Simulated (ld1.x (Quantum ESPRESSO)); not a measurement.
# What one change does to a pseudopotential (calcium, PAW)

* Element: calcium
* Generator: ld1.x (Quantum ESPRESSO) 7.5
* Type: PAW
* Functional: LDA (PZ)
* Relativity: scalar-relativistic
* Frozen core: [Ne]
* Valence charge: 10
* Reference configuration: 3s2 3p6 3d0 4s1 4p0 (charge +1)
* Partial waves: 3s (bound): rcut 1.50, rcutus 1.75 bohr; 4s (bound): rcut 1.50, rcutus 1.75 bohr; 3p (bound): rcut 1.70, rcutus 1.85 bohr; 4p (bound, empty): rcut 1.70, rcutus 1.85 bohr; 3d (bound, empty): rcut 2.40, rcutus 2.95 bohr; 3d channel at -0.3 Ry: rcut 2.40, rcutus 2.95 bohr; 4f channel at 0.3 Ry: rcut 2.90, rcutus 3.20 bohr
* Local potential: all-electron potential smoothed inside 2.70 bohr (lloc = -2)
* Core correction: Bessel-smoothed model core inside 1.20 bohr
* Augmentation charge: PSQ, radius 1.70 bohr

Change: wave 4f channel at 0.3 Ry: rcut 2.90, rcutus 3.20 bohr becomes 4f channel at 0.3 Ry: rc 3.20 bohr; local potential the f channel.

Cutoffs: the cutoffs (Ry, on a coarse ladder) from which the occupation-weighted sum of valence levels, in a spherical-Bessel basis at the reference potential, stays within 10 and 1 mRy of its value at 400 Ry; they do not see the model core or the augmentation charge, which bear on the density cutoff. Errors are all-electron minus pseudo energies relative to the spin-unpolarised reference configuration.

Task: What does the change do?

Result: The potential gets neither clearly harder nor softer (25 Ry and 40 Ry → 25 Ry and 40 Ry); the p channel sets the loose cutoff, while the largest relative change is in s, which becomes softer; of the 9 tests that both files solve, the error grows in 1 and shrinks in 2 by more than 15 % and 0.3 meV (median size 0.2 → 0.2 meV); neither file shows a bound ghost.

```tsv
quantity	base	changed
cutoff, loose	25 Ry	25 Ry
cutoff, tight	40 Ry	40 Ry
loose cutoff by channel (10 mRy a level)	s 18 Ry, p 18 Ry	s 12 Ry, p 18 Ry
bound ghosts	none	none
error for 3s2 3p6 3d0 4s2 4p0, meV [ΔE -6.46 eV]	+0.2	+0.4
error for 3s2 3p6 3d0 4s0 4p0, meV [ΔE 11.95 eV]	-0.4	-0.2
error for 3s2 3p6 3d0 4s1.5 4p0, meV [ΔE -3.90 eV]	+0.1	+0.2
error for 3s1 3p6 3d0 4s2 4p0, meV [ΔE 47.51 eV]	-15	+29
error for 3s2 3p6 3d0.5 4s1.5 4p0, meV [ΔE -5.44 eV]	-0.8	-0.3
error for 3s2 3p6 3d0 4s0 4p1, meV [ΔE 3.12 eV]	0.0	+0.1
error for 3s2 3p6 3d1 4s1 4p0, meV [ΔE -4.22 eV]	-1.9	-1.4
error for 3s2 3p6 3d0 4s1 4p0 (spin-polarised), meV [ΔE -0.21 eV]	0.0	+0.1
error for 3s2 3p6 3d0 4s1.5 4p0 (spin-polarised), meV [ΔE -3.93 eV]	+0.1	+0.2
s: phases at 3.48 bohr within 0.05 rad from the reference energy up to (Ry; the scan ends near 5)	n/a	n/a
p: phases at 3.48 bohr within 0.05 rad from the reference energy up to (Ry; the scan ends near 5)	2.8	2.5
d: phases at 3.48 bohr within 0.05 rad from the reference energy up to (Ry; the scan ends near 5)	2.9	2.9
f: phases at 3.48 bohr within 0.05 rad from the reference energy up to (Ry; the scan ends near 5)	2.9	3.1
lowest overlap eigenvalue by channel	s 0.27, p 0.31, d 1.00, f 1.00	s 0.19, p 0.22, d 1.00
```
